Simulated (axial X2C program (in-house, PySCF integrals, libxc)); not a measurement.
# RuOH⁻: properties at the nuclei

Calculated with an axial X2C code built on PySCF integrals: two-component X2C with atomic mean-field Coulomb and Gaunt terms, Gaussian nuclei, basis Ru dyall-v3z, O dyall-av3z, H dyall-v3z with contracted cores.

Ru–O–H held linear, with bonds 1.956 and 0.955 Å (near the PBE0 minimum at charge -1 of the determinant lowest at the starting distance; the state shown can have its own minimum elsewhere, held linear; other orders of the atoms were not compared).

Input and command:
```json
{"zs": [44, 8, 1], "q": -1, "bas": ["dyall-v3z", "dyall-av3z", "dyall-v3z"], "r0": [1.88, 0.96], "symm": 0, "scan": ["PBE0", "HF", "r2SCAN"], "levels": ["PBE0", "HF", "B3LYP"], "nst": 2}
```
```bash
python solin.py task.json out
```

Keys: zs atomic numbers; q charge; bas basis sets; r0 starting distance in Å; symm equal bonds; scan levels of the two-bond scan; levels methods; nst determinants followed.

Determinant lowest in the PBE0 search, Ω = 4 (⟨Sz⟩ = 1.99, ⟨Lz⟩ = 2.01 at PBE0), spin on the atoms Ru 1.97, O 0.01, H 0.01:

```csv
level,Eeff magnitude (GV/cm),Ws magnitude Ru (kHz),A∥/gI Ru (MHz),qzz Ru (a.u.),A∥/gI O (MHz),qzz O (a.u.),A∥/gI H (MHz),qzz H (a.u.)
PBE0,2.3,0.386,271,-1.08,25.1,1.55,2.18,0.52
HF,0.00788,0.0841,132,-0.96,19.8,1.61,2.04,0.52
B3LYP,2.32,0.391,289,-0.85,27,1.55,2.34,0.52
```

Determinant 0.51 eV from it at PBE0 and this distance, Ω = 2 (⟨Sz⟩ = 1.99, ⟨Lz⟩ = 0.01 at PBE0), spin on the atoms Ru 2.02, O -0.04, H 0.01:

```json
{"level": "PBE0", "Eeff magnitude (GV/cm)": "1.66", "Ws magnitude Ru (kHz)": "0.615", "A∥/gI Ru (MHz)": "707", "qzz Ru (a.u.)": "3.26", "A∥/gI O (MHz)": "40.9", "qzz O (a.u.)": "1.57", "A∥/gI H (MHz)": "3.93", "qzz H (a.u.)": "0.53"}
{"level": "HF", "Eeff magnitude (GV/cm)": "0.552", "Ws magnitude Ru (kHz)": "0.348", "A∥/gI Ru (MHz)": "280", "qzz Ru (a.u.)": "2.57", "A∥/gI O (MHz)": "26.4", "qzz O (a.u.)": "1.65", "A∥/gI H (MHz)": "2.82", "qzz H (a.u.)": "0.53"}
{"level": "B3LYP", "Eeff magnitude (GV/cm)": "1.83", "Ws magnitude Ru (kHz)": "0.659", "A∥/gI Ru (MHz)": "752", "qzz Ru (a.u.)": "3.37", "A∥/gI O (MHz)": "45.3", "qzz O (a.u.)": "1.57", "A∥/gI H (MHz)": "4.24", "qzz H (a.u.)": "0.52"}
```

Eeff is the effective electric field on the electron electric dipole moment in this Ω state and Ws the scalar–pseudoscalar constant of the nucleus named (defined with the proton number Z and per Ω); A∥ (defined per Ω) follows by multiplying with gI = μI/(I μN); qzz is the electric field gradient, eQq0 = 234.96 MHz × Q/barn × qzz. The operators were transformed with the bare-nucleus X2C matrices; with these basis sets, hyperfine constants and field gradients can be off by tens of per cent, and where levels differ in sign neither size nor sign is settled.

**Question.** With Q(101Ru) = 0.457 barn, gI(17O) = -0.7575, Q(17O) = -0.02558 barn, gI(1H) = 5.5857 (g factors from the IAEA table of nuclear moments by Stone; Q from Pyykkö, Mol. Phys. 2018), turn the PBE0 values of the first state into constants in MHz.

**Answer.** eQq0(101Ru) = 234.96 × (0.457) × (-1.08) = -116 MHz; A∥(17O) = 25.1 × -0.7575 = -19 MHz; eQq0(17O) = 234.96 × (-0.02558) × (1.55) = -9.32 MHz; A∥(1H) = 2.18 × 5.5857 = 12.2 MHz.

The molecule was held linear; bending was not examined, so a bent shape may lie lower.

Each state is one determinant with collinear spin, which with several unpaired electrons need not be a pure state. Unrestricted Hartree–Fock can overshoot spin polarisation at the nuclei. For an anion, determinants above electron detachment, or with a positive highest level, are held by the basis set. With several open shells hyperfine constants can be off by a factor of several. Where Eeff spreads by more than a factor of two the levels disagree and none is to be relied on. Open-shell Ω = 0 determinants with evenly filled partner blocks cannot be reached by this program, so the Ω shown need not be the lowest component. The search compared states at one distance, so a state with another bond length can lie lower. Where a field gradient or hyperfine factor spreads by more than a factor of two over the levels, a constant derived from it is not to be relied on. PBE0 term energies can be off by some tenths of an eV.
